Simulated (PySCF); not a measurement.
**`C#C[P@@H+](CO)COC`: 4 charge schemes on one density**

C5H10O2P (charge +1).
Geometry (GFN2-xTB, Å), atoms numbered from 1 in this order:
```
atom  x, y, z in Å
C1     3.7209    0.6121   -0.1903
C2     2.5735    0.2573   -0.2661
P3     0.9231   -0.2879   -0.3571
C4     0.5583   -1.8592    0.5642
O5    -0.5359   -2.4336   -0.0567
C6    -0.2225    1.0198    0.2078
O7    -1.4296    0.3032    0.2185
C8    -2.5784    1.0998    0.4797
H9     4.7250    0.9314   -0.1334
H10    0.6044   -0.5678   -1.6669
H11    1.4101   -2.5393    0.4406
H12    0.4162   -1.6502    1.6331
H13   -1.3609   -2.0060    0.2130
H14    0.0590    1.3950    1.2061
H15   -0.2359    1.8675   -0.4957
H16   -2.6860    1.8848   -0.2725
H17   -2.5179    1.5508    1.4734
H18   -3.4323    0.4287    0.4304
```

Density: PBE0/pcSseg-1 (PySCF); schemes: Mulliken, IAO, Hirshfeld and ESP-fitted. Geometry: GFN2-xTB, one conformer, isolated ion.

Question: What partial charge does each atom carry?

Answer: In e:

```
atom                 environment  Mulliken     IAO  Hirshfeld  ESP-fitted
  C1      terminal alkyne carbon    -0.161  -0.035     +0.042      -0.117
  C2               alkyne carbon    -0.101  -0.351     -0.097      -0.246
  P3      phosphonium phosphorus    +0.700  +1.061     +0.474      +0.587
  C4      carbinol carbon (C–OH)    -0.082  -0.211     +0.009      +0.027
  O5              alcohol oxygen    -0.402  -0.501     -0.180      -0.542
  C6  sp3 carbon bound to oxygen    -0.094  -0.236     -0.004      -0.248
  O7                ether oxygen    -0.575  -0.405     -0.116      -0.236
  C8              methoxy carbon    -0.033  -0.212     -0.019      -0.275
  H9             alkyne hydrogen    +0.109  +0.248     +0.146      +0.327
 H10                P–H hydrogen    +0.184  +0.055     +0.069      +0.124
 H11          methylene hydrogen    +0.207  +0.203     +0.086      +0.169
 H12          methylene hydrogen    +0.189  +0.177     +0.078      +0.118
 H13           hydroxyl hydrogen    +0.268  +0.376     +0.173      +0.427
 H14          methylene hydrogen    +0.187  +0.170     +0.071      +0.195
 H15          methylene hydrogen    +0.189  +0.174     +0.075      +0.198
 H16             methyl hydrogen    +0.131  +0.151     +0.060      +0.155
 H17             methyl hydrogen    +0.130  +0.151     +0.059      +0.159
 H18             methyl hydrogen    +0.155  +0.184     +0.073      +0.179
```

Mean size of the charges over all atoms: IAO 0.272 e, ESP-fitted 0.241 e, Mulliken 0.216 e, Hirshfeld 0.102 e. Each set sums to the total charge, 1, to within 0.001 e. The ESP scheme fits charges at the nuclei, held to the total charge, to the electrostatic potential on points at 1.4 to 2.0 times the van der Waals radii.

Lowest charge. The schemes don't all agree: Mulliken O7 (-0.575); IAO O5 (-0.501); Hirshfeld O5 (-0.180); ESP-fitted O5 (-0.542).

Highest charge. All schemes agree: Mulliken P3 (+0.700); IAO P3 (+1.061); Hirshfeld P3 (+0.474); ESP-fitted P3 (+0.587).

Question: How many electrons does the ESP-fitted scheme count on C4?

Answer: Z − q = 6 − (+0.027) = 5.973.

Question: Sum the charges by element, for elements with more than one atom.

Answer: 
```tsv
element	atoms	Mulliken	IAO	Hirshfeld	ESP-fitted
C	5	-0.471	-1.045	-0.069	-0.860
O	2	-0.977	-0.905	-0.296	-0.779
H	10	+1.749	+1.890	+0.891	+2.051
```

Question: How closely do the schemes follow one another over all atoms?

Answer: Correlation coefficient and root-mean-square difference: IAO with Hirshfeld 0.98, 0.219 e; IAO with ESP-fitted 0.93, 0.140 e; Mulliken with IAO 0.92, 0.143 e; Mulliken with Hirshfeld 0.90, 0.160 e; Hirshfeld with ESP-fitted 0.89, 0.167 e; Mulliken with ESP-fitted 0.87, 0.139 e.
